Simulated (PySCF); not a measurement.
**Question.** Write a Z-matrix for `CC(C)[TeH]` as optimised with PBE0-D3(BJ)/def2-SVP.

**Answer.** 
Z-matrix in Å and degrees, rows numbered from 1:
```
C 
C   1  1.5182
C   2  1.5180  1  113.08
Te  2  2.1917  1  111.51  3  -126.47
H   1  1.1044  2  109.97  3   -58.10
H   1  1.0986  2  112.05  3  -178.41
H   1  1.1016  2  111.27  3    60.87
H   2  1.1027  1  109.60  3   122.55
H   3  1.1041  2  109.94  1    56.80
H   3  1.0990  2  112.03  1   177.12
H   3  1.1014  2  111.31  1   -62.02
H   4  1.6677  2   92.34  1    64.41
```

Te4 (tellurium bonded to C and H) is bent (angle 92.3°).

The calculation used PySCF, PBE0-D3(BJ)/def2-SVP geometry optimisation, gas phase, def2 core potentials past Kr.

Point group: Cs (every atom within 0.08 Å of its image). Stationary, but not proved a minimum. The numbers are those of one conformer (C1–C2–Te4–H 64°).

The run took 16 s of wall time on Arm Neoverse V2, one thread, no GPU, shared host, and the process peaked at 0.46 GiB of memory. These figures are those of the optimisation.
